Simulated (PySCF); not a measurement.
**$^{19}$F chemical shifts**

Non-relativistic, fast rotation and ring inversion assumed for equivalent nuclei, a single conformation, in vacuum. Geometry from GFN2-xTB; PBE0/pcSseg-1 with gauge-including orbitals; PySCF 2.14.0 with density-fitted response routines.

Shieldings were converted by a linear fit to measured shifts: $^{19}$F (scatter 6.0 ppm rms, 7.0 ppm with the 5 outliers that the fit left out vs CFCl3, solution or neat liquid, with a term for F on sp3 carbon). A few per cent of atoms miss by over 2 rms, more outside the fitted compound classes.

(1) Give the $^{19}$F shifts of `C[C@@H]1CO[SiH2]O[C@@H]1C(F)(F)F`, `CN[SiH2]n1cncc1CF`, `C[C@@H](CC(F)=C(F)F)O[SiH2]O`, `C[C@@H](F)[C@H]1C=C[C@@H](CF)O1`, `C[C@@H]1CO[SiH2]O[C@H]1C(F)(F)F`, `C[Si](C)(C)OC(=O)C(F)(F)F`.

(2) Match the shifts -70.2, -147.3, -214.3 ppm to `N#CC[Si@@H]1NC[C@H](CF)N1`, `C[C@@H]1CO[SiH2]O[C@@H]1C(F)(F)F`, `CN[SiH2]n1c(F)cnc1C`.

Results:

(1) 
```
                                                                   compound                    environment  δ (ppm)
                                           C[C@@H]1CO[SiH2]O[C@@H]1C(F)(F)F   fluorine of a CF3 group (×3)    -70.2
                                                          CN[SiH2]n1cncc1CF      fluorine on an sp3 carbon   -207.5
[CH3:1][C@@H:2]([CH2:3][C:4]([F:5])=[C:6]([F:7])[F:8])[O:9][SiH2:10][OH:11]           F8: vinylic fluorine   -103.2
[CH3:1][C@@H:2]([CH2:3][C:4]([F:5])=[C:6]([F:7])[F:8])[O:9][SiH2:10][OH:11]           F7: vinylic fluorine   -123.8
[CH3:1][C@@H:2]([CH2:3][C:4]([F:5])=[C:6]([F:7])[F:8])[O:9][SiH2:10][OH:11]           F5: vinylic fluorine   -179.7
   [CH3:1][C@@H:2]([F:3])[C@H:4]1[CH:5]=[CH:6][C@@H:7]([CH2:8][F:9])[O:10]1  F3: fluorine on an sp3 carbon   -195.0
   [CH3:1][C@@H:2]([F:3])[C@H:4]1[CH:5]=[CH:6][C@@H:7]([CH2:8][F:9])[O:10]1  F9: fluorine on an sp3 carbon   -229.2
                                            C[C@@H]1CO[SiH2]O[C@H]1C(F)(F)F   fluorine of a CF3 group (×3)    -76.0
                                                  C[Si](C)(C)OC(=O)C(F)(F)F   fluorine of a CF3 group (×3)    -74.4
```

(2) -70.2: C[C@@H]1CO[SiH2]O[C@@H]1C(F)(F)F (fluorine of a CF3 group); -147.3: CN[SiH2]n1c(F)cnc1C (aryl fluorine); -214.3: N#CC[Si@@H]1NC[C@H](CF)N1 (fluorine on an sp3 carbon).
